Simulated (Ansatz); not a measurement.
C2H8AlN (SMILES [CH3][Al]([CH3])[NH2]), singlet, geometry from GFN2-xTB (such geometries of metal compounds can be far from the true shape), atoms displaced at random by about 0.03 Å a coordinate; B3LYP/STO-3G, gradient (Ansatz, an electronic-structure program).

The Ansatz input:
Ansatz 0.2 input:
```yaml
crystal:
  periodic: [false, false, false]
  atoms:
    - {symbol: Al, position_ang: [-0.01098807, 0.01296284, 0.07524683]}
    - {symbol: C, position_ang: [-1.47160169, -1.33242043, -0.17578192]}
    - {symbol: H, position_ang: [-1.16993447, -2.31004151, -0.45275279]}
    - {symbol: H, position_ang: [-2.22509810, -0.93536563, -0.92948683]}
    - {symbol: H, position_ang: [-2.04424414, -1.44249492, 0.74911775]}
    - {symbol: C, position_ang: [0.09851536, 1.70697267, -0.92186761]}
    - {symbol: H, position_ang: [0.87232499, 1.80250627, -1.70291295]}
    - {symbol: H, position_ang: [0.34568746, 2.55028416, -0.25095446]}
    - {symbol: H, position_ang: [-0.85188857, 2.01527887, -1.44321166]}
    - {symbol: N, position_ang: [1.40825153, -0.47629210, 1.07619617]}
    - {symbol: H, position_ang: [2.23067393, 0.15077397, 1.30879472]}
    - {symbol: H, position_ang: [1.41089977, -1.36923327, 1.60180333]}
basis:
  gaussian:
    orbitals: STO-3G
hamiltonian:
  xc: b3lyp
output: {forces: true}
```

### Question
Predict the main parts of the log of this Ansatz run.

### Answer

```
Functional definition: B3LYP
404 factors; integrals over basis functions are off by at most 7.8e-5 eV
mean field evaluation 1: about -10165.8208 eV, gradient 2.8e1 eV
mean field evaluation 2: about -10161.9760 eV, gradient 4.7e1 eV
mean field evaluation 4: about -10168.3034 eV, gradient 1.7e0 eV
mean field evaluation 8: about -10168.2399 eV, gradient 3.2e-2 eV
mean field -10168.23993347 eV, -373.6759252743 hartree, gradient 4.4e-5 eV, S^2 0.000000; 0 other end points of the search recorded, 0 dependent functions left out
the calculation of the forces begins
reference -10168.24014749 eV, -373.6759331395 hartree; 20, 20 occupied and 12, 12 virtual orbitals, 404 factors
Total energy: -10168.24014749 eV, -373.6759331395 hartree
Atom 0 at    -0.010988     0.012963     0.075247 Å, force     0.870290    -0.971116    -0.210217 eV/Å
Atom 1 at    -1.471602    -1.332420    -0.175782 Å, force    -0.572791     3.402029     0.002591 eV/Å
Atom 2 at    -1.169934    -2.310042    -0.452753 Å, force     0.635841    -1.393867    -0.668257 eV/Å
Atom 3 at    -2.225098    -0.935366    -0.929487 Å, force     1.042551    -0.699798     0.724926 eV/Å
Atom 4 at    -2.044244    -1.442495     0.749118 Å, force    -0.080171    -0.040741     0.306935 eV/Å
Atom 5 at     0.098515     1.706973    -0.921868 Å, force    -0.664480     0.486781     0.024570 eV/Å
Atom 6 at     0.872325     1.802506    -1.702913 Å, force     0.026721    -0.667946     0.094081 eV/Å
Atom 7 at     0.345687     2.550284    -0.250954 Å, force    -0.223648    -0.175815     0.133214 eV/Å
Atom 8 at    -0.851889     2.015279    -1.443212 Å, force     0.688208    -0.502425     0.628784 eV/Å
Atom 9 at     1.408252    -0.476292     1.076196 Å, force    -1.398106     1.375135    -1.307249 eV/Å
Atom 10 at     2.230674     0.150774     1.308795 Å, force    -0.739877    -0.898234    -0.004801 eV/Å
Atom 11 at     1.410900    -1.369233     1.601803 Å, force     0.415464     0.085997     0.275422 eV/Å
Dipole moment:     0.084759     0.015393     0.209694 e Å
```
